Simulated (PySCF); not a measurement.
Coordinates in bohr (charge 0 multiplicity 1):
```
Ce    0.0401    0.3248    0.0000
O    -0.0104   -2.9900    0.0000
H    -1.7453    1.7524    3.0798
H    -1.7453    1.7524   -3.0798
```

Method: PBE0 in PySCF with Ce def2-SVP with ECP28, O def2-SVP, H def2-SVP; scalar-relativistic core potentials, no spin–orbit coupling; density-fitted integrals.

This geometry of H2CeO is a stationary point at this level.

Q: What is the point group?

A: Cs.

Q: Is it a minimum?

A: Yes: all harmonic wavenumbers are real.

Q: List the harmonic modes with their infrared intensities.

A: 
```json
{"symmetry": "a'", "ω (cm⁻¹)": "208", "IR (km/mol)": "348"}
{"symmetry": "a''", "ω (cm⁻¹)": "275", "IR (km/mol)": "23.6"}
{"symmetry": "a'", "ω (cm⁻¹)": "462", "IR (km/mol)": "172"}
{"symmetry": "a'", "ω (cm⁻¹)": "916", "IR (km/mol)": "315"}
{"symmetry": "a''", "ω (cm⁻¹)": "1357", "IR (km/mol)": "1086"}
{"symmetry": "a'", "ω (cm⁻¹)": "1424", "IR (km/mol)": "349"}
```

Stability towards spin polarisation was not tested. Other isomers or separated fragments may lie lower.
